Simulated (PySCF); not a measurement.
Parent: `[cH:1]1[cH:2][n:3][cH:4][cH:5][n:6]1`, C4H4N2.

Computed with PySCF, PBE0/def2-SVP geometry optimisation, gas phase. One conformer each, not checked by frequencies here.

| coordinate of the parent | value |
| --- | --- |
| C1–C2 | 1.397 Å |
| C2–N3 | 1.329 Å |
| N3–C4 | 1.329 Å |
| C4–C5 | 1.397 Å |
| C5–N6 | 1.329 Å |
| C1–N6 | 1.329 Å |
| C2–C1–N6 | 121.8° |
| C1–C2–N3 | 121.8° |
| C2–N3–C4 | 116.4° |
| N3–C4–C5 | 121.8° |
| C4–C5–N6 | 121.8° |
| C1–N6–C5 | 116.4° |

**Question.** How does the shared frame change in `[Br:1][c:2]1[cH:3][n:4][cH:5][cH:6][n:7]1`, C4H3BrN2? Atoms pair as C1 = C2, C2 = C3, N3 = N4, C4 = C5, C5 = C6, N6 = N7 (parent first).

**Answer.** 
```tsv
parent	relative	value in the relative	change
C1–C2	C2–C3	1.404 Å	+0.007
C2–N3	C3–N4	1.323 Å	-0.006
N3–C4	N4–C5	1.332 Å	+0.003
C4–C5	C5–C6	1.393 Å	-0.004
C5–N6	C6–N7	1.332 Å	+0.003
C1–N6	C2–N7	1.312 Å	-0.017
C2–C1–N6	C3–C2–N7	122.6°	+0.8
C1–C2–N3	C2–C3–N4	120.5°	-1.3
C2–N3–C4	C3–N4–C5	117.4°	+1.0
N3–C4–C5	N4–C5–C6	121.5°	-0.3
C4–C5–N6	C5–C6–N7	121.3°	-0.5
C1–N6–C5	C2–N7–C6	116.8°	+0.4
```

Of the parent's bonds, C1–N6 changes most (-0.017 Å). Bonds of the relative outside the shared frame: Br1–C2 1.890 Å. Point group D2h → Cs.

**Question.** How does the shared frame change in `[CH3:1][c:2]1[cH:3][n:4][cH:5][cH:6][n:7]1`, C5H6N2? Atoms pair as C1 = C2, C2 = C3, N3 = N4, C4 = C5, C5 = C6, N6 = N7 (parent first).

**Answer.** 
```csv
parent,relative,value in the relative,change
C1–C2,C2–C3,1.406 Å,+0.009
C2–N3,C3–N4,1.325 Å,-0.004
N3–C4,N4–C5,1.331 Å,+0.002
C4–C5,C5–C6,1.393 Å,-0.004
C5–N6,C6–N7,1.331 Å,+0.002
C1–N6,C2–N7,1.333 Å,+0.004
C2–C1–N6,C3–C2–N7,120.0°,-1.8
C1–C2–N3,C2–C3–N4,122.7°,+0.9
C2–N3–C4,C3–N4–C5,116.6°,+0.2
N3–C4–C5,N4–C5–C6,121.3°,-0.5
C4–C5–N6,C5–C6–N7,121.9°,+0.1
C1–N6–C5,C2–N7–C6,117.4°,+1.0
```

Of the parent's bonds, C1–C2 changes most (+0.009 Å). Bonds of the relative outside the shared frame: C1–C2 1.498 Å. Point group D2h → Cs.
